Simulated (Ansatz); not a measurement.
CH4BrFSn (`[CH3][SnH]([F])[Br]`). Charge 0, multiplicity 1. Sn: def2 effective core potential.

Z-matrix (Å, degrees):
```
C
Sn 1 2.115
H 1 1.089 2 108.1
H 1 1.090 2 109.4 3 119.6
H 1 1.089 2 109.8 3 -119.6
F 2 1.920 1 105.6 3 -57.3
Br 2 2.469 1 109.6 3 55.3
H 2 1.700 1 121.8 3 -176.7
```

Problem. List the harmonic frequencies (cm⁻¹, unscaled) at PBE0-D4/def2-TZVP in Ansatz. (An estimate is asked.)

Solution. The calculation gave: 63, 109, 135, 151, 263, 533, 552, 565, 621, 781, 791, 1229, 1444, 1447, 1973, 3075, 3178, 3183.

Problem. Is this a minimum?

Solution. Yes, all 18 modes are real.

Problem. Give the ideal-gas thermochemistry at 298.15 K and 1 bar (rigid rotor, harmonic oscillator; point group C1, symmetry number 1).

Solution. Zero-point energy 120.2 kJ/mol; H(298) − E = 141.2 kJ/mol; entropy 368.6 J/(mol·K), of which translation 176.9, rotation 119.0, vibration 72.7; G(298) − E = 31.3 kJ/mol. Modes under 100 cm⁻¹ are hindered rotations or soft bends, so the harmonic entropy is rough.

Problem. And at 400, 500, 600, 800 and 1000 K?

Solution. 
```csv
T (K),H − E (kJ/mol),S (J/mol/K),G − E (kJ/mol)
400,151.9,399.4,-7.9
500,163.5,425.3,-49.1
600,176.0,448.1,-92.8
800,203.0,486.8,-186.4
1000,232.0,519.2,-287.1
```
